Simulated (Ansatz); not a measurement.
Ansatz (a first-principles code) input (PBE0/6-31G* with LANL2DZ past Ar): The .json file joins the Basis Set Exchange's 6-31G* for atoms up to Ar and LANL2DZ past it.

Ansatz 0.2 input:
```yaml
crystal:
  periodic: [false, false, false]
  atoms:
    - {symbol: Au, position_ang: [-0.23543893, -0.23089208, -0.20701558]}
    - {symbol: O, position_ang: [1.72881556, 1.35808963, 1.44146641]}
    - {symbol: C, position_ang: [0.79485855, 1.22929287, 0.80374993]}
basis:
  gaussian:
    orbitals: 6-31Gs+LANL2DZ.json
hamiltonian:
  xc: {name: PBE0}
magnetization: {spin_polarized: true, initial_magnetization: 1}
output: {forces: true}
```

Problem. Predict the final energy.

Solution. -248.59851 Eh.
